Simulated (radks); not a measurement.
Xe IV, 51 electrons, occupied as [Kr] 4d10 5s2 5p3 (the NIST ground configuration). All-electron calculation, scalar-relativistic Kohn-Sham, r2SCAN, spin-polarised, spherical densities, finite nucleus; open shells are filled with parallel spins first (spin-orbit coupling, left out, can overturn this in heavy ions); meta-GGA in the generalised Kohn-Sham scheme; Fermi nuclear charge, rms radius 4.7859 fm. Program: a radial shooting solver on a logarithmic mesh with Libxc functionals.

Normalised radial functions P(r) = r R(r), r in bohr:

r	4d up	5s down	5p down
0.001071	0.0000	0.0294	0.0006
0.001428	0.0000	0.0375	0.0010
0.001905	0.0000	0.0475	0.0016
0.002561	0.0000	0.0600	0.0027
0.003415	0.0001	0.0742	0.0044
0.004555	0.0002	0.0902	0.0073
0.006075	0.0005	0.1068	0.0119
0.008103	0.0012	0.1218	0.0193
0.01089	0.0026	0.1316	0.0313
0.01453	0.0058	0.1298	0.0489
0.01938	0.0123	0.1092	0.0740
0.02585	0.0256	0.0627	0.1070
0.03448	0.0517	-0.0127	0.1447
0.04635	0.1016	-0.1099	0.1781
0.06182	0.1844	-0.1922	0.1858
0.08245	0.3090	-0.2100	0.1428
0.11	0.4656	-0.1143	0.0308
0.1467	0.6064	0.0880	-0.1309
0.1972	0.6337	0.2861	-0.2628
0.263	0.4293	0.2784	-0.2351
0.3508	-0.0418	-0.0101	-0.0011
0.4679	-0.6453	-0.3811	0.3095
0.6241	-1.0952	-0.4498	0.4211
0.8323	-1.1521	-0.0401	0.1556
1.119	-0.8469	0.5711	-0.3612
1.493	-0.4540	0.8875	-0.7568
1.991	-0.1746	0.7657	-0.8070
2.655	-0.0434	0.4135	-0.5398
3.541	-0.0062	0.1352	-0.2231
4.761	-0.0003	0.0227	-0.0497
6.35	0.0000	0.0018	-0.0064
8.47	0.0000	0.0001	-0.0004

4d up: eigenvalue -94.258 eV, 1 radial node at r = 0.343 bohr, <r> = 0.875 bohr, 90 % of the charge inside 1.33 bohr. 5s down: eigenvalue -48.417 eV, 4 radial nodes at r = 0.0330, 0.131, 0.348, 0.849 bohr, <r> = 1.74 bohr, 90 % of the charge inside 2.50 bohr. 5p down (empty): eigenvalue -34.452 eV, 3 radial nodes at r = 0.117, 0.351, 0.915 bohr, <r> = 1.98 bohr, 90 % of the charge inside 2.85 bohr.
